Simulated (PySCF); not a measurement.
SMILES [Si](Cl)(Cl)(C#C[SiH2]C)Cl at its PBE0/def2-SVP optimised geometry (Å):

```
13

Si    -2.3201    -0.2557     0.0000
Cl    -3.0168     1.6663     0.0000
Cl    -3.0192    -1.2169     1.6624
Cl    -3.0171    -1.2139    -1.6660
C     -0.5117    -0.2557     0.0000
C      0.7129    -0.2567     0.0037
Si     2.5638    -0.2444    -0.0128
C      3.1801     0.6602    -1.5318
H      3.0136     0.4225     1.2442
H      3.0168    -1.6663     0.0018
H      4.2809     0.6709    -1.5471
H      2.8235     1.7011    -1.5366
H      2.8255     0.1677    -2.4494
```

Calculation: PBE0/def2-TZVP run with PySCF.

Map of the electron localisation function on the plane z = 0.6 Å:

```
|000000000000000000000000000|
|000000000000000000000000000|
|000000000000000000000000000|
|000000000000000000000000000|
|000000000000000000000000000|
|000001111000000000000000000|
|000135554200000000000000000|
|001467887510000000000000000|
|003688898610000000000000000|
|014788688500001000011100000|
|014788787200233200167620000|
|001467775113565431389961000|
|000013542266777664489982000|
|000002200387687686115961000|
|000125500387687687001420000|
|000256863367787675125520000|
|001356775124566541499983000|
|001356663001343200699997100|
|000235542000011000799998100|
|000012321000000000699994000|
|000000000000000000178830000|
|000000000000000000000000000|
|000000000000000000000000000|
|000000000000000000000000000|
|000000000000000000000000000|
|000000000000000000000000000|
|000000000000000000000000000|
```
Scale: ten equal steps from 0.000 (start of '0') to 0.999 (end of '9'), in the order '0123456789'; x runs from -5.50 to 5.50, y from -5.50 (bottom) to 5.50 (top).
